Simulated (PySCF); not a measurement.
Ge(H)(Et)2(OH), SMILES C[CH2][GeH]([OH])[CH2]C (C4H12GeO), GFN2-xTB optimised geometry.

```
18

Ge    -1.17    -0.47     0.00
O     -1.56     1.26     0.00
C      0.81    -0.47     0.00
C      1.40     0.19    -1.24
C     -2.06    -1.34     1.57
C     -1.54    -0.81     2.90
H     -1.76    -1.03    -1.30
H     -2.49     1.49     0.03
H      1.18    -1.49     0.09
H      1.15     0.07     0.89
H      2.49     0.20    -1.20
H      1.09    -0.34    -2.14
H      1.05     1.22    -1.32
H     -3.14    -1.17     1.51
H     -1.90    -2.41     1.51
H     -0.48    -1.04     3.01
H     -1.65     0.27     2.96
H     -2.07    -1.26     3.74
```

Density from B3LYP/def2-SVP run with PySCF at that geometry.

Minimum of the electron density along straight lines between bonded atoms, close to the bond critical point (lines longer than 1.1 times the sum of covalent radii, or with two minima, are not listed):

```csv
bond,length / Å,ρ at the minimum / e bohr⁻³,∇²ρ there / e bohr⁻⁵,position (fraction from the first atom)
Ge1–O2,1.765,0.140,0.72,0.47
Ge1–C3,1.988,0.125,0.01,0.47
C3–C4,1.522,0.243,-0.55,0.50
Ge1–C5,2.007,0.121,0.02,0.47
C5–C6,1.522,0.243,-0.55,0.50
Ge1–H7,1.534,0.134,0.05,0.59
O2–H8,0.954,0.358,-2.31,0.81
C3–H9,1.091,0.273,-0.97,0.62
C3–H10,1.091,0.274,-0.98,0.62
C4–H11,1.089,0.276,-1.01,0.62
C4–H12,1.088,0.277,-1.01,0.62
C4–H13,1.087,0.279,-1.04,0.63
C5–H14,1.092,0.272,-0.96,0.62
C5–H15,1.089,0.274,-0.98,0.62
C6–H16,1.088,0.277,-1.01,0.62
C6–H17,1.089,0.278,-1.02,0.63
C6–H18,1.089,0.276,-1.01,0.62
```
